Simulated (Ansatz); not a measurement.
Ansatz (a quantum-chemistry and plane-wave program) input for Ga(Cl)2(SH) (Cl₂GaHS), SMILES [Cl][Ga]([Cl])[SH], CAM-B3LYP/def2-SVPD. Geometry: B3LYP-D3(BJ)/def2-SVP. The structure was generated by enumeration; whether it is a known compound was not checked. Other conformers were not sampled.

Ansatz 0.2 input:
```yaml
crystal:
  periodic: [false, false, false]
  atoms:
    - {symbol: Ga, position_ang: [-0.01294788, 0.00535672, 0.00000000]}
    - {symbol: Cl, position_ang: [-1.39386861, 1.64509119, -0.00000000]}
    - {symbol: Cl, position_ang: [2.09215706, 0.43813377, -0.00000000]}
    - {symbol: S, position_ang: [-0.74844825, -2.06285510, -0.00000000]}
    - {symbol: H, position_ang: [0.50565267, -2.57520100, -0.00000000]}
basis:
  gaussian:
    orbitals: def2-SVPD
hamiltonian:
  xc: {name: CAM-B3LYP}
```

Program output:

```
Functional definition: CAM-B3LYP
integrals: 0.09 GiB planned
1177 factors; integrals over basis functions are off by at most 1.1e-3 eV
integrals: 0.18 GiB planned
416 factors; integrals over basis functions are off by at most 3.3e-5 eV
mean field: 0.95 GiB planned
mean field evaluation 1: about -88263.9118 eV, gradient 3.1e1 eV
mean field evaluation 2: about -88263.6610 eV, gradient 3.7e1 eV
mean field evaluation 4: about -88265.8386 eV, gradient 5.7e-1 eV
mean field evaluation 8: about -88265.8498 eV, gradient 5.0e-2 eV
mean field evaluation 16: about -88265.8498 eV, gradient 4.4e-5 eV
mean field -88265.84981064 eV, -3243.7101517990 hartree, gradient 4.4e-5 eV, S^2 0.000000; 0 other end points of the search recorded, 0 dependent functions left out
reference -88265.84993617 eV, -3243.7101564123 hartree; 41, 41 occupied and 86, 86 virtual orbitals, 1177 factors
Total energy: -88265.84993617 eV, -3243.7101564123 hartree
```

The run converged.
